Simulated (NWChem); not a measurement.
## Atomisation of C2H6ClFSi

```xyz
11

C      2.0087    -0.9705    -0.1753
Si     0.3891    -0.0671    -0.4581
Cl     0.2520     1.5414     0.8665
C     -1.0854    -1.2281    -0.1507
F     -2.2785    -0.5991    -0.4787
H      2.0658    -1.3775     0.8469
H      2.1205    -1.8044    -0.8885
H      2.8609    -0.2869    -0.3151
H      0.2935     0.4805    -1.8366
H     -1.1244    -1.5504     0.9064
H     -0.9809    -2.1424    -0.7672
```
Charge 0, spin multiplicity 1.

Program: NWChem. Structure: optimised with B3LYP/def2-SVP, a minimum by its harmonic frequencies. It is one conformer; others weren't searched.

Basis set: def2-SVP. The atomisation energy is electronic alone: no zero-point, thermal, spin-orbit or counterpoise terms. No value is extrapolated to the basis-set limit. Free atoms are single determinants with multiplicities C 3, Si 3, Cl 2, F 2, H 2. Correlated methods freeze the same cores in atoms and molecule, 13 orbitals in all.

B3LYP has NWChem's definition, with VWN1-RPA local correlation. The structure started from a generated list of species. The stability of the SCF solutions was not checked. Open-shell Hartree-Fock references start from PBE0 orbitals.

### Question
One of these methods gave an atomisation energy of 713.0 kcal/mol. Which?
(A) MP2
(B) HF
(C) PBE0
(D) B3LYP

### Answer
B, HF. The others give 904.0 (MP2), 937.6 (B3LYP), 946.6 (PBE0).
